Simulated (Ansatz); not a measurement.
Z-matrix (Å, degrees):
```
C
C 1 1.521
H 1 1.092 2 112.1
H 1 1.092 2 112.1 3 120.9
H 1 1.094 2 110.7 3 -119.6
In 2 2.144 1 115.3 3 -60.5
H 2 1.092 1 111.8 3 179.2
H 2 1.092 1 111.8 3 59.9
F 6 1.955 2 119.1 1 -179.6
O 6 1.977 2 134.9 1 0.4
H 10 0.960 6 113.5 2 -0.0
```

Charge 0, multiplicity 1. In: def2 effective core potential.

(1) List the PBE/def2-TZVPP orbital energies in eV (Ansatz). (Best estimate.)

Results:

(1) The calculation gave: Occupied: -657.80, -509.81, -269.77, -269.36, -121.94, -79.73, -79.42, -79.38, -26.82, -23.93, -19.58, -18.82, -18.80, -18.78, -18.58, -18.45, -15.49, -11.46, -11.41, -10.80, -9.92, -9.17, -9.01, -7.97, -7.91, -7.82, -6.91, -6.75. Lowest empty: -2.18, -1.57, -0.47, 0.20, 1.19, 1.56, 1.73, 1.88.
